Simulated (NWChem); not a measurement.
The numbers come from NWChem runs, not from measurements. System: germanium monotelluride (GeTe), charge 0, spin multiplicity 1, at a geometry optimised with B3LYP/def2-SVP with def2 effective core potentials on Te. Level: CR-CCSD(T)/def2-TZVP with def2 effective core potentials on Te, 13 core orbitals frozen.

Input file:

```
start mol
memory heap 100 mb stack 700 mb global 1900 mb
geometry units angstroms nocenter noautoz
  Ge     0.000000     0.000000     1.464896
  Te     0.000000     0.000000    -0.901474
  symmetry group C2v
end
basis spherical
  * library def2-tzvp
end
ecp
  Te library def2-ecp
end
scf
  rhf
  nopen 0
  maxiter 100
  thresh 1e-7
  semidirect memsize 60000000 filesize 0
end
tce
  freeze core 13
  cr-ccsd(t)
  2eorb
  2emet 13
  thresh 1e-6
  maxiter 100
  tilesize 24
end
task tce energy
```

Output (cleaned and shortened):

```
             Northwest Computational Chemistry Package (NWChem) 7.3.0
             --------------------------------------------------------

                                NWChem Input Module
                                -------------------

 Scaling coordinates for geometry "geometry" by  1.889725989
 (inverse scale =  0.529177249)

 Turning off AUTOSYM since
 SYMMETRY directive was detected!

                             Geometry "geometry" -> ""
                             -------------------------

 Output coordinates in angstroms (scale by  1.889725989 to convert to a.u.)

  No.       Tag          Charge          X              Y              Z
 ---- ---------------- ---------- -------------- -------------- --------------
    1 Ge                  32.0000     0.00000000     0.00000000     1.46489600
    2 Te                  52.0000     0.00000000     0.00000000    -0.90147400

 Effective nuclear repulsion energy (a.u.)     372.1104232793

            Nuclear Dipole moment (a.u.)
            ----------------------------
        X                 Y               Z
 ---------------- ---------------- ----------------
     0.0000000000     0.0000000000     0.0000453534

      Symmetry information
      --------------------

 Group name             C2v
 Group number             16
 Group order               4
 No. of unique centers     2

      Symmetry unique atoms

     1    2


 Summary of "ao basis" -> "" (spherical)
 ------------------------------------------------------------------------------
       Tag                 Description            Shells   Functions and Types
 ---------------- ------------------------------  ------  ---------------------
 *                         def2-tzvp                  on all atoms

 Summary of "ao basis" -> "ao basis" (spherical)
 ------------------------------------------------------------------------------
       Tag                 Description            Shells   Functions and Types
 ---------------- ------------------------------  ------  ---------------------
 Ge                        def2-tzvp                16       48   6s5p4d1f
 Te                        def2-tzvp                16       50   6s5p3d2f

                                 NWChem SCF Module
                                 -----------------

  ao basis        = "ao basis"
  functions       =    98
  atoms           =     2
  closed shells   =    28
  open shells     =     0
  charge          =   0.00
  wavefunction    = RHF
  use symmetry    = T
  symmetry adapt  = T

 Summary of "ao basis" -> "ao basis" (spherical)
 ------------------------------------------------------------------------------
       Tag                 Description            Shells   Functions and Types
 ---------------- ------------------------------  ------  ---------------------
 Ge                        def2-tzvp                16       48   6s5p4d1f
 Te                        def2-tzvp                16       50   6s5p3d2f

      Symmetry analysis of basis
      --------------------------

        a1         42
        a2         10
        b1         23
        b2         23

 Forming initial guess at       0.1s

      Superposition of Atomic Density Guess
      -------------------------------------

 Sum of atomic energies:       -2386.57431636

      Non-variational initial energy
      ------------------------------

 Total energy =   -2342.404761
 1-e energy   =   -3704.775068
 2-e energy   =    1190.627034
 HOMO         =      -0.255673
 LUMO         =      -0.048239
[...]
 Vector   31  Occ=0.000000D+00  E= 1.154920D-01  Symmetry=a1
              MO Center= -1.4D-16,  2.0D-16, -3.1D-01, r^2= 9.1D+00
   Bfn.  Coefficient  Atom+Function         Bfn.  Coefficient  Atom+Function
  ----- ------------  ---------------      ----- ------------  ---------------
    54     -1.799856  2 Te s                  6      1.774361  1 Ge s
    21     -1.659115  1 Ge pz                69     -1.484338  2 Te pz
    66     -0.454041  2 Te pz                39      0.213208  1 Ge d  0
    50     -0.211017  2 Te s                 51      0.198379  2 Te s
    18     -0.187710  1 Ge pz                82     -0.183900  2 Te d  0

 center of mass
 --------------
 x =   0.00000000 y =   0.00000000 z =  -0.08176801

 moments of inertia (a.u.)
 ------------------
         942.111973279456           0.000000000000           0.000000000000
           0.000000000000         942.111973279456           0.000000000000
           0.000000000000           0.000000000000           0.000000000000

  Mulliken analysis of the total density
  --------------------------------------

    Atom       Charge   Shell Charges
 -----------   ------   -------------------------------------------------------
    1 Ge  32    31.72   2.00  2.00  1.18  0.78  1.04  0.87  5.98  4.41  1.58  0.88  0.87  8.92  1.08  0.01  0.10  0.01
    2 Te  24    24.28   0.28 -0.84  1.56  1.00  1.04  0.86 -0.51  6.47  1.08  2.33  0.94  9.08  0.90  0.07  0.01  0.00

       Multipole analysis of the density wrt the origin
       ------------------------------------------------

     L   x y z        total         open         nuclear
     -   - - -        -----         ----         -------
     0   0 0 0     -0.000000      0.000000     56.000000

     1   1 0 0      0.000000      0.000000      0.000000
     1   0 1 0      0.000000      0.000000      0.000000
     1   0 0 1      0.815326      0.000000     47.699133

     2   2 0 0    -33.245412      0.000000      0.000000
     2   1 1 0      0.000000      0.000000      0.000000
     2   1 0 1      0.000000      0.000000      0.000000
     2   0 2 0    -33.245412      0.000000      0.000000
     2   0 1 1      0.000000      0.000000      0.000000
     2   0 0 2    -31.478291      0.000000    314.872090

                   NWChem Extensible Many-Electron Theory Module
                   ---------------------------------------------


            General Information
            -------------------
      Number of processors :     1
         Wavefunction type : Restricted Hartree-Fock
          No. of electrons :    56
           Alpha electrons :    28
            Beta electrons :    28
           No. of orbitals :   196
            Alpha orbitals :    98
             Beta orbitals :    98
        Alpha frozen cores :    13
         Beta frozen cores :    13
     Alpha frozen virtuals :     0
      Beta frozen virtuals :     0
         Spin multiplicity : singlet
    Number of AO functions :    98
       Number of AO shells :    32
        Use of symmetry is : on
      Symmetry adaption is : on
         Schwarz screening : 0.10D-09

          Correlation Information
          -----------------------
          Calculation type : Coupled-cluster singles & doubles w/ perturbation
   Perturbative correction : Completely renormalized (T)
            Max iterations :      100
        Residual threshold : 0.10D-05
     T(0) DIIS level shift : 0.00D+00
     L(0) DIIS level shift : 0.00D+00
     T(1) DIIS level shift : 0.00D+00
     L(1) DIIS level shift : 0.00D+00
     T(R) DIIS level shift : 0.00D+00
     T(I) DIIS level shift : 0.00D+00
   CC-T/L Amplitude update :  5-th order DIIS
                I/O scheme : Global Array Library
        L-threshold :  0.10D-05
        EOM-threshold :  0.10D-05
 no EOMCCSD initial starts read in
 TCE RESTART OPTIONS
 SLICE:      F
 D4D5:       F
 quantumc:   F
 qrotation:  F
 pwtce:      F
 qducc:      F
 nacto:                         0
 nrotv:                         0
 nrot:                          0

            Memory Information
            ------------------
          Available GA space size is     249027196 doubles
          Available MA space size is     104836364 doubles

 Maximum block size supplied by input
 Maximum block size        24 doubles

 tile_dim =     17

 -------------------------------------------------

 Global array virtual files algorithm will be used

 Parallel file system coherency ......... OK

 4-electron integrals stored in orbital form

 v2    file size   =          2763256
 4-index algorithm nr.  13 is used
 imaxsize =       30
 imaxsize ichop =        0


CCSD iterations
 ---------------------------------------------------------
 Iter          Residuum       Correlation     Cpu    Wall
 ---------------------------------------------------------
    1   0.2264517054366  -0.6803423762291     0.5     0.5
    2   0.0456432941382  -0.6350355272883     0.5     0.5
    3   0.0137442317437  -0.6519687023437     0.5     0.5
    4   0.0068867818485  -0.6502239823770     0.5     0.5
    5   0.0028252428971  -0.6516873673127     0.5     0.5
    6   0.0016949028895  -0.6518652888221     0.5     0.5
    7   0.0013626882006  -0.6518107133594     0.5     0.5
    8   0.0006202488634  -0.6518685591148     0.5     0.5
    9   0.0005569038583  -0.6518549708599     0.5     0.5
   10   0.0002660231527  -0.6518890475655     0.5     0.5
   11   0.0000394544283  -0.6519094682194     0.5     0.5
   12   0.0000162643381  -0.6519049944297     0.5     0.5
   13   0.0000082559723  -0.6519062135082     0.5     0.5
   14   0.0000047149798  -0.6519057800615     0.5     0.5
   15   0.0000024987849  -0.6519059328072     0.5     0.5
   16   0.0000007896717  -0.6519058612644     0.5     0.5
 -----------------------------------------------------------------
 Iterations converged
 CCSD correlation energy / hartree =        -0.651905861264374
 CCSD total energy / hartree       =     -2343.055769801105725

 Singles contributions

 Doubles contributions
 CR-CCSD(T)

 CR-CCSD[T]  correction energy / hartree =        -0.020585478742663
 CR-CCSD[T] correlation energy / hartree =        -0.672491340007037
 CR-CCSD[T] total energy / hartree       =     -2343.076355279848485
 CR-CCSD(T)  correction energy / hartree =        -0.018967872158619
 CR-CCSD(T) correlation energy / hartree =        -0.670873733422994
 CR-CCSD(T) total energy / hartree       =     -2343.074737673264281

 Task  times  cpu:       51.7s     wall:       51.7s

 Total times  cpu:       51.7s     wall:       51.7s
```
